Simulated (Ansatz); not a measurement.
Born–Oppenheimer molecular dynamics of AlH₄OSe (7 atoms, charge 1, multiplicity 1). It starts at the highest image of a converged band, a first-order saddle point between two minima.

Computed with Ansatz, RKS B3LYP-D4/def2-SVP.

- ensemble: NVE (velocity Verlet)
- time step: 0.5 fs
- steps asked: 200
- starting velocities drawn for: 100 K
- seed: 3278

First frame:

```xyz
7
Properties=species:S:1:pos:R:3
O -0.422 -0.278 -1.680
Se -0.513 -0.905 0.270
Al 0.625 0.624 1.623
H -1.303 -0.092 -2.063
H 0.039 -0.913 -2.264
H 0.180 -0.386 2.774
H 1.393 1.950 1.341
```

(1) How far do the bonds stretch over the last three quarters of this one trajectory? (Pairs bonded in most of those frames.)

## Answers

(1) 
| bond | mean (Å) | spread (Å) | shortest | longest |
| --- | --- | --- | --- | --- |
| O1–Se2 | 2.020 | 0.024 | 1.98 | 2.05 |
| O1–H4 | 0.979 | 0.007 | 0.97 | 0.99 |
| O1–H5 | 0.979 | 0.010 | 0.96 | 1.00 |
| Se2–Al3 | 2.410 | 0.046 | 2.34 | 2.47 |
| Al3–H6 | 1.573 | 0.014 | 1.54 | 1.60 |
| Al3–H7 | 1.563 | 0.032 | 1.51 | 1.61 |

Mean temperature of the second half: 104 K. The conserved energy stayed within 0.051 meV per atom of its start (net change 0.031 meV per atom), so the integration is sound. A run of 0.1 ps of so small a system gives no equilibrium averages. The orbitals stay closed-shell, which can raise the energy where a bond breaks towards radicals; this wasn't checked here.

Run time: 4.4 min on 2 threads of Intel(R) Xeon(R) Platinum 8375C CPU @ 2.90GHz (Ice Lake) (shared host), peak memory 0.19 GiB.
